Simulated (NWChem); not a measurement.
Everything below was run with NWChem. System: silacyclobutane (C3H8Si), charge 0, spin multiplicity 1, at a geometry optimised with B3LYP/def2-SVP. Level: CR-CCSD(T)/6-31G* (spherical d), 8 core orbitals frozen.

Input file:

```
start mol
memory heap 100 mb stack 700 mb global 1900 mb
geometry units angstroms nocenter noautoz
  C     -1.001997    -0.905799     0.000000
  C     -0.145588    -0.399743    -1.206433
  Si     0.646805     0.845957     0.000000
  C     -0.145588    -0.399743     1.206433
  H     -1.200869    -1.991331     0.000000
  H     -1.982525    -0.401274     0.000000
  H      0.584865    -1.160614    -1.528475
  H     -0.704539    -0.065544    -2.092757
  H     -0.002873     2.191864     0.000000
  H      2.129392     1.041369     0.000000
  H      0.584865    -1.160614     1.528475
  H     -0.704539    -0.065544     2.092757
  symmetry group Cs
end
basis spherical
  * library 6-31g*
end
scf
  rhf
  nopen 0
  maxiter 100
  thresh 1e-7
  semidirect memsize 60000000 filesize 0
end
tce
  freeze core 8
  cr-ccsd(t)
  2eorb
  2emet 13
  thresh 1e-6
  maxiter 100
  tilesize 24
end
task tce energy
```

Output (cleaned and shortened):

```
             Northwest Computational Chemistry Package (NWChem) 7.3.0
             --------------------------------------------------------

                                NWChem Input Module
                                -------------------

 Scaling coordinates for geometry "geometry" by  1.889725989
 (inverse scale =  0.529177249)

 Turning off AUTOSYM since
 SYMMETRY directive was detected!

                             Geometry "geometry" -> ""
                             -------------------------

 Output coordinates in angstroms (scale by  1.889725989 to convert to a.u.)

  No.       Tag          Charge          X              Y              Z
 ---- ---------------- ---------- -------------- -------------- --------------
    1 C                    6.0000    -1.00199700    -0.90579900     0.00000000
    2 C                    6.0000    -0.14558800    -0.39974300    -1.20643300
    3 Si                  14.0000     0.64680500     0.84595700     0.00000000
    4 C                    6.0000    -0.14558800    -0.39974300     1.20643300
    5 H                    1.0000    -1.20086900    -1.99133100     0.00000000
    6 H                    1.0000    -1.98252500    -0.40127400     0.00000000
    7 H                    1.0000     0.58486500    -1.16061400    -1.52847500
    8 H                    1.0000    -0.70453900    -0.06554400    -2.09275700
    9 H                    1.0000    -0.00287300     2.19186400     0.00000000
   10 H                    1.0000     2.12939200     1.04136900     0.00000000
   11 H                    1.0000     0.58486500    -1.16061400     1.52847500
   12 H                    1.0000    -0.70453900    -0.06554400     2.09275700

 Effective nuclear repulsion energy (a.u.)     167.3834965079

            Nuclear Dipole moment (a.u.)
            ----------------------------
        X                 Y               Z
 ---------------- ---------------- ----------------
     0.0000170075     0.0000000000     0.0000000000

      Symmetry information
      --------------------

 Group name             Cs
 Group number              2
 Group order               2
[...]
      Symmetry adaption is : on
         Schwarz screening : 0.10D-09

          Correlation Information
          -----------------------
          Calculation type : Coupled-cluster singles & doubles w/ perturbation
   Perturbative correction : Completely renormalized (T)
            Max iterations :      100
        Residual threshold : 0.10D-05
     T(0) DIIS level shift : 0.00D+00
     L(0) DIIS level shift : 0.00D+00
     T(1) DIIS level shift : 0.00D+00
     L(1) DIIS level shift : 0.00D+00
     T(R) DIIS level shift : 0.00D+00
     T(I) DIIS level shift : 0.00D+00
   CC-T/L Amplitude update :  5-th order DIIS
                I/O scheme : Global Array Library
        L-threshold :  0.10D-05
        EOM-threshold :  0.10D-05
 no EOMCCSD initial starts read in
 TCE RESTART OPTIONS
 SLICE:      F
 D4D5:       F
 quantumc:   F
 qrotation:  F
 pwtce:      F
 qducc:      F
 nacto:                         0
 nrotv:                         0
 nrot:                          0

            Memory Information
            ------------------
          Available GA space size is     249031024 doubles
          Available MA space size is     104853604 doubles

 Maximum block size supplied by input
 Maximum block size        24 doubles

 tile_dim =     21

 -------------------------------------------------
   1    alpha     a'     8 doubles       0       1
   2    alpha     a"     4 doubles       8       2
   3    beta      a'     8 doubles      12       1
   4    beta      a"     4 doubles      20       2
   5    alpha     a'    17 doubles      24       5
   6    alpha     a'    18 doubles      41       6
   7    alpha     a"    21 doubles      59       7
   8    beta      a'    17 doubles      80       5
   9    beta      a'    18 doubles      97       6
  10    beta      a"    21 doubles     115       7

 Global array virtual files algorithm will be used

 Parallel file system coherency ......... OK

 4-electron integrals stored in orbital form

 v2    file size   =          2623342
 4-index algorithm nr.  13 is used
 imaxsize =       30
 imaxsize ichop =        0


CCSD iterations
 ---------------------------------------------------------
 Iter          Residuum       Correlation     Cpu    Wall
 ---------------------------------------------------------
    1   0.1782253302947  -0.4683402369695     0.2     0.2
    2   0.0527963676511  -0.5043619031505     0.2     0.2
    3   0.0200820077420  -0.5150812069972     0.2     0.2
    4   0.0085058403655  -0.5182187155031     0.2     0.2
    5   0.0038368806072  -0.5193899499307     0.2     0.2
    6   0.0006492966463  -0.5201387478676     0.2     0.2
    7   0.0002634537704  -0.5201893566007     0.2     0.2
    8   0.0001320101374  -0.5201897849554     0.2     0.2
    9   0.0000695458651  -0.5201912984531     0.2     0.2
   10   0.0000382921905  -0.5201924283146     0.2     0.2
   11   0.0000070032772  -0.5201935661421     0.2     0.2
   12   0.0000027827155  -0.5201942424121     0.2     0.2
   13   0.0000013638104  -0.5201944387818     0.2     0.2
   14   0.0000007360495  -0.5201944910562     0.2     0.2
 -----------------------------------------------------------------
 Iterations converged
 CCSD correlation energy / hartree =        -0.520194491056186
 CCSD total energy / hartree       =      -407.666523179429475

 Singles contributions

 Doubles contributions
 CR-CCSD(T)

 CR-CCSD[T]  correction energy / hartree =        -0.012452845361256
 CR-CCSD[T] correlation energy / hartree =        -0.532647336417442
 CR-CCSD[T] total energy / hartree       =      -407.678976024790757
 CR-CCSD(T)  correction energy / hartree =        -0.012000568790641
 CR-CCSD(T) correlation energy / hartree =        -0.532195059846826
 CR-CCSD(T) total energy / hartree       =      -407.678523748220130

 Task  times  cpu:       29.4s     wall:       29.4s

 Total times  cpu:       29.4s     wall:       29.4s
```
